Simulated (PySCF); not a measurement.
C2Cl3, SMILES Cl[C]=C(Cl)Cl (connectivity only; charge and spin as stated), charge +1, multiplicity 1.

Geometry optimised at B3LYP-D3(BJ)/def2-SVP. The multiplicity is an assumed one; other spin states were not compared. The isomer is the one that the SMILES or the coordinates give; other isomers of the formula were not compared.

Computed with TDA-M06-2X/def2-SVPD (PySCF 2.14.0).

Vertical excitations. Gas-phase values at a fixed geometry. State labels are in the subgroup C2v.

```
state  symmetry  energy (eV)  λ (nm)      f                            main pairs
-----  --------  -----------  ------  -----  ------------------------------------
S1           A2         1.19    1045  0.000                        HOMO→LUMO 97 %
S2           A1         3.93     316  0.014                      HOMO−1→LUMO 95 %
S3           B1         4.09     303  0.000                      HOMO−2→LUMO 99 %
S4           B2         4.59     270  0.039                      HOMO−3→LUMO 94 %
S5           A2         5.43     228  0.000                      HOMO−4→LUMO 92 %
S6           A1         6.36     195  0.097    HOMO→LUMO+1 64 %, HOMO−5→LUMO 26 %
S7           B1         6.36     195  0.000                      HOMO→LUMO+2 94 %
S8           A2         6.80     182  0.000  HOMO−6→LUMO 64 %, HOMO−1→LUMO+1 29 %
S9           A2         6.84     181  0.000  HOMO−1→LUMO+1 71 %, HOMO−6→LUMO 25 %
S10          B1         7.16     173  0.000                    HOMO−3→LUMO+1 88 %
T1           A2         0.80    1544      0                        HOMO→LUMO 97 %
T2           A1         3.58     347      0                      HOMO−1→LUMO 98 %
T3           B2         3.87     320      0                      HOMO−3→LUMO 97 %
T4           B1         3.89     319      0                      HOMO−2→LUMO 97 %
```
Triplets are in the Tamm–Dancoff approximation.
